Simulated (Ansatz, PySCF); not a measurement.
Zn(Br)(SeH) (BrHSeZn), SMILES [SeH][Zn][Br]. Atoms are numbered in the order given.

```xyz
4

Zn    -0.0586     0.0744     0.0063
Br     1.6217    -1.2912    -0.6232
Se    -1.7653     1.4790     0.6354
H     -2.2315     0.4843     1.6249
```
Charge 0, spin multiplicity 1.

Geometry: B3LYP-D3(BJ)/def2-SVP. The structure was generated by enumeration; whether it is a known compound was not checked. Other conformers were not sampled.

Two levels are set side by side: PBE-D3(BJ)/def2-SVP (Ansatz, a quantum-chemistry and plane-wave program) and B3LYP-D3(BJ)/def2-SVP (Ansatz). Each level has its own optimised geometry; the coordinates shown are those of the second. Frequencies come from the Hessian of PySCF at each geometry. Differences are taken from unrounded values.

| quantity | B3LYP-D3(BJ) |
|---|---|
| mean bond length (Å) | 2.010 |
| bond Zn1–Br2 (Å) | 2.255 |
| bond Zn1–Se3 (Å) | 2.298 |
| bond Se3–H4 (Å) | 1.478 |
| highest harmonic wavenumber (cm⁻¹) | 2395 |
| mean harmonic wavenumber (cm⁻¹) | 616 |
| zero-point energy (kcal/mol) | 5.28 |

Q: What does PBE-D3(BJ) give, and how far is it from B3LYP-D3(BJ)? (The exact figures need the calculation; the answer reports its results.)

A: 
| quantity | PBE-D3(BJ) | PBE-D3(BJ) minus B3LYP-D3(BJ) |
|---|---|---|
| mean bond length (Å) | 2.009 | -0.002 |
| bond Zn1–Br2 (Å) | 2.249 | -0.006 |
| bond Zn1–Se3 (Å) | 2.290 | -0.008 |
| bond Se3–H4 (Å) | 1.488 | 0.009 |
| highest harmonic wavenumber (cm⁻¹) | 2347 | -48 |
| mean harmonic wavenumber (cm⁻¹) | 604 | -12 |
| zero-point energy (kcal/mol) | 5.18 | -0.10 |
